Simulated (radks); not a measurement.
Results of a calculation; reference values are marked as such.
The table gives one normalised radial function P(r) = r R(r) (large component) of Ni+ in [Ar] 3d9 (r in bohr). Code: a radial shooting solver on a logarithmic mesh with Libxc functionals. Model: Dirac Kohn-Sham, PBE, spin-unpolarised, spherical densities, finite nucleus; open shells fill j = l - 1/2 first; Fermi nuclear charge, rms radius 3.7757 fm.

| r | P |
|---|---|
| 0.002582 | 0.0000 |
| 0.003309 | 0.0000 |
| 0.00424 | 0.0000 |
| 0.005434 | 0.0000 |
| 0.006963 | 0.0001 |
| 0.008923 | 0.0001 |
| 0.01143 | 0.0003 |
| 0.01465 | 0.0006 |
| 0.01863 | 0.0012 |
| 0.02387 | 0.0023 |
| 0.03059 | 0.0046 |
| 0.0392 | 0.0089 |
| 0.05023 | 0.0170 |
| 0.06437 | 0.0318 |
| 0.08249 | 0.0577 |
| 0.1057 | 0.1010 |
| 0.1355 | 0.1696 |
| 0.1722 | 0.2666 |
| 0.2207 | 0.4014 |
| 0.2828 | 0.5638 |
| 0.3624 | 0.7320 |
| 0.4643 | 0.8717 |
| 0.595 | 0.9436 |
| 0.7625 | 0.9252 |
| 0.9771 | 0.8267 |
| 1.252 | 0.6797 |
| 1.592 | 0.5225 |
| 2.04 | 0.3674 |
| 2.614 | 0.2339 |
| 3.35 | 0.1308 |
| 4.293 | 0.0611 |

Which n and l does it have? It may be an empty orbital.

Answer. n = 3, l = 2: the number of nodes gives n - l - 1 = 0, the rise at small r points to l (this Dirac orbital starts outside the nucleus as r^gamma with gamma = sqrt((l + 1)^2 - (Z/c)^2) = 2.99; the j = 5/2 orbital of l + 1 starts with the same power, but with a smaller coefficient, and then steepens), and the extent must fit the shell. The curve is that of 3d5/2; the two j differ most near the nucleus, where j = l - 1/2 has the larger amplitude, and in heavy atoms j = l - 1/2 is also the more compact. 3d5/2: eigenvalue -12.866 eV, 0 radial nodes, <r> = 1.08 bohr, 90 % of the charge inside 1.94 bohr.
